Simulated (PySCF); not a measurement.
Species: C4H14AlNSi2.
Atom-mapped SMILES: `[SiH3:1][N:2]([SiH3:3])[C@@H:4]1[CH2:5][CH2:6][CH2:7][AlH:8]1` (hydrogens: H9, H10, H11 on Si1; H12, H13, H14 on Si3; H15 on C4; H16, H17 on C5; H18, H19 on C6; H20, H21 on C7; H22 on Al8)

A GFN2-xTB structure was refined with PySCF 2.14.0, PBE0-D3(BJ)/def2-SVP geometry optimisation, gas phase. Its GFN2-xTB values:

| coordinate | GFN2-xTB |
| --- | --- |
| Si1–N2 | 1.737 Å |
| Si1–H9 | 1.469 Å |
| N2–Si3 | 1.716 Å |
| N2–C4 | 1.472 Å |
| Si3–H12 | 1.511 Å |
| C4–C5 | 1.548 Å |
| C4–Al8 | 2.025 Å |
| C4–H15 | 1.101 Å |
| C5–H16 | 1.094 Å |
| C5–H17 | 1.095 Å |
| C6–H18 | 1.094 Å |
| C6–H19 | 1.095 Å |
| C7–Al8 | 2.002 Å |
| C7–H20 | 1.099 Å |
| C7–H21 | 1.096 Å |
| Al8–H22 | 1.544 Å |
| Si1–N2–Si3 | 126.0° |
| Si1–N2–C4 | 115.4° |
| N2–C4–C5 | 112.0° |
| N2–C4–Al8 | 114.5° |
| Si3–N2–C4 | 117.7° |
| C4–Al8–C7 | 96.7° |
| C5–C4–Al8 | 97.1° |
| C6–C7–Al8 | 97.4° |
| Si1–N2–C4–C5 | -95° |
| N2–C4–C5–C6 | -162° |
| C4–C5–C6–C7 | 63° |
| C6–C7–Al8–C4 | 15° |

Q: How do these coordinates change at the PBE0-D3(BJ)/def2-SVP level?

A: 
```
  coordinate  PBE0-D3(BJ)/def2-SVP (Å or °)  change
     Al8–H22                          1.592  +0.048
      C7–Al8                          1.973  -0.029
      Si1–H9                          1.497  +0.028
     Si3–H12                          1.534  +0.023
      C4–Al8                          2.010  -0.015
      C6–H19                          1.107  +0.012
       N2–C4                          1.483  +0.011
      C5–H17                          1.106  +0.011
      C5–H16                          1.105  +0.011
      C6–H18                          1.104  +0.010
      C7–H20                          1.106  +0.007
      Si1–N2                          1.744  +0.007
      N2–Si3                          1.722  +0.006
      C4–H15                          1.107  +0.006
       C4–C5                          1.543  -0.005
      C7–H21                          1.101  +0.005
   Si3–N2–C4                          113.2    -4.5
   Si1–N2–C4                          119.2    +3.8
   C5–C4–Al8                          100.8    +3.7
    N2–C4–C5                          114.4    +2.4
   C6–C7–Al8                           99.6    +2.2
   N2–C4–Al8                          112.3    -2.2
   C4–Al8–C7                           95.5    -1.2
  Si1–N2–Si3                          127.0    +1.0
 C4–C5–C6–C7                             54      -9
 N2–C4–C5–C6                           -154      +8
Si1–N2–C4–C5                            -91      +4
C6–C7–Al8–C4                             19      +4
```

The energy falls by 22.7 kJ/mol over 11 energy and gradient evaluations, the largest force component goes from 0.0152 to 3.5e-04 Eh/bohr, and the atoms move by 0.201 Å rms after alignment. The bond that changes most is Al8–H22 (ends: aluminium bonded to 2 C and H; Al–H hydrogen), which lengthens by 0.048 Å. Bonds longer at the end by more than 0.005 Å: 17 of 22; shorter: 2. Among the dihedrals that turn most is H15–C4–Al8–H22, from 70° to 54°. Rotational constants go from 1903, 789.7, 670.7 to 1906, 801.9, 674.7 MHz.

The run used 194 basis functions and 69 SCF cycles in all. The run took about 9 min of CPU time (one thread, shared machine).

PBE0-D3(BJ)/def2-SVP frequencies: not computed here. One conformer, not necessarily the lowest.
